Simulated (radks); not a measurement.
The numbers below are computed, except where a source is named.
Question: Numerical settings for the lithium ion Li+, [He]. Code: a radial shooting solver on a logarithmic mesh with Libxc functionals. Model: scalar-relativistic Kohn-Sham, r2SCAN, spin-polarised, spherical densities, finite nucleus; meta-GGA in the generalised Kohn-Sham scheme; Fermi nuclear charge, rms radius 2.444 fm. The defaults (mesh step 0.008 in ln r, mesh end at 40 bohr or more with all orbitals vanishing there, Anderson mixing 0.5 over 9 steps, residual threshold near 1e-9 with the energy settled to 1e-9 hartree or 1e-11 of itself, here a cap of 66 iterations) give E = -7.282 hartree and 1s at -61.925 eV in 11 iterations. Run on one thread of a shared host, so times are rough (Arm Neoverse V2): 0.04 s of CPU time, 0.04 s wall, 11 iterations on 2189 mesh points. One setting is changed at a time: mesh step in ln r 0.03; mesh step in ln r 0.08; mesh step in ln r 0.005; mesh end (bohr) 20; mesh end (bohr) 8; residual threshold 1e-13; residual threshold 0.001; mixing 2.5; linear mixing, mixing 0.2; linear mixing, mixing 1; mixing history 20; iteration cap 2. Which runs fail to converge, and which converge to a wrong energy?

Answer: Not converged within the cap: residual threshold 1e-13; mixing 2.5; linear mixing, mixing 1; iteration cap 2. No run marked as converged misses the energy by more than 1 mhartree.
